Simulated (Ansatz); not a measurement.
Relaxation of ClH4O4Ta (10 atoms, charge 0, multiplicity 1), to a largest force component of 0.02 eV/Å in at most 40 steps.

Computed with Ansatz 0.2.0, RKS PBE/def2-SVP.

```xyz
10
Properties=species:S:1:pos:R:3:forces:R:3
Ta 0.000 0.000 0.000 0.61 1.31 -0.98
Cl 2.470 0.000 0.000 -1.68 0.05 -0.02
O 0.000 0.000 2.020 -1.09 -1.84 -0.96
H -0.255 -0.917 2.357 0.63 1.37 0.04
O 0.000 0.000 -2.020 -1.19 -1.62 1.58
H -0.634 -0.710 -2.357 0.88 1.05 0.02
O -1.010 1.749 0.000 0.39 -1.96 1.31
H -1.486 1.864 0.883 0.73 0.04 -1.05
O -1.010 -1.749 0.000 -0.01 1.82 1.19
H -1.656 -1.766 0.776 0.74 -0.22 -1.13
```

Question: Where does it end, and by what steps?

Answer: The run converged. After 22 steps the energy has fallen by 1.179 eV; H6 moved furthest, 1.27 Å.

```
step  energy less start (eV)  largest force component (eV/Å)  accepted
   0                  0.0000                           1.960       yes
   1                 -0.6569                           2.481       yes
   2                 -0.7852                           2.400       yes
   3                 -1.0039                           0.665       yes
   4                 -1.0382                           0.551       yes
   5                 -1.0557                           0.119       yes
   6                 -1.0688                           0.184       yes
   7                 -1.0752                           0.089       yes
   8                 -1.0674                           1.060        no
   9                 -1.0827                           0.190       yes
  10                 -1.0924                           0.075       yes
  11                 -1.0879                           0.842        no
  12                 -1.1003                           0.111       yes
  13                 -1.1081                           0.298       yes
  14                 -1.1237                           0.239       yes
  15                 -1.1299                           0.743       yes
  16                 -1.1377                           0.654       yes
  17                 -1.1608                           0.252       yes
  18                 -1.1718                           0.106       yes
  19                 -1.1755                           0.134       yes
  20                 -1.1775                           0.153       yes
  21                 -1.1785                           0.063       yes
  22                 -1.1787                           0.012       yes
```

```xyz
10
Properties=species:S:1:pos:R:3
Ta -0.377 -0.148 -0.017
Cl 2.031 -0.396 -0.067
O -0.065 -0.206 1.895
H 0.761 -0.298 2.400
O -0.192 -0.146 -1.915
H 0.509 -0.211 -2.584
O -1.267 1.547 0.081
H -1.484 1.945 0.945
O -1.601 -1.623 0.035
H -1.897 -1.992 0.887
```

Whether the end is a true minimum wasn't checked by a vibrational analysis.

Time of the run: 80 s on 2 threads of Arm Neoverse V1, on a shared host, peak memory 0.18 GiB.
